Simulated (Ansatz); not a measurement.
Consider the redistribution: `[Cl][Zr]([Cl])([Br])[Br]` + `F[Si](F)(Cl)Br` → `[F][Zr]([Cl])([Cl])[Br]` + `F[Si](Cl)(Br)Br`.

Computed with Ansatz on PBE0-D4/def2-TZVP structures; ΔE is electronic, products minus reactants. CCSD(T)/CBS adds triple-zeta CCSD(T) − MP2 to the extrapolated MP2 energy (def2 sets, frozen cores). DFT in def2-TZVPP. def2 core potentials past Kr. For Br, Zr outer-core shells are correlated without core-valence functions, which leaves a few kJ/mol of doubt a bond. Scalar relativity is left out up to krypton.

```
         level  ΔE (kcal/mol)
       r2SCANh            9.8
MP2/def2-QZVPP           12.6
```

(1) What does CCSD(T)/CBS give? (Best estimate.)

(2) What do rigid-rotor, harmonic-oscillator terms from PBE0-D4/def2-TZVP frequencies (298.15 K, 1 bar) make of the CCSD(T)/CBS value? (Estimate.)

Largest T1 diagnostic among the species: 0.015.

Answers

(1) Ansatz gave: +11.4 kcal/mol. The listed levels differ from it by -1.6, 1.2 kcal/mol.

(2) Computed: ΔZPE = -0.4 kcal/mol, ΔH = +11.0 kcal/mol, ΔS = 7 J/(mol·K), ΔG = +10.5 kcal/mol.

Leaving LDA and LC-ωPBE aside and taking each functional with its dispersion term where it has one, the values, not all of them listed here, spread over 6.0 kcal/mol, from revPBE-D4 to BHLYP-D4. LDA lies +1.7 kcal/mol from PBE without D4. From BLYP to BHLYP (50 % exact exchange), in def2-TZVPP and without D4, ΔE moves by +3.7 kcal/mol.
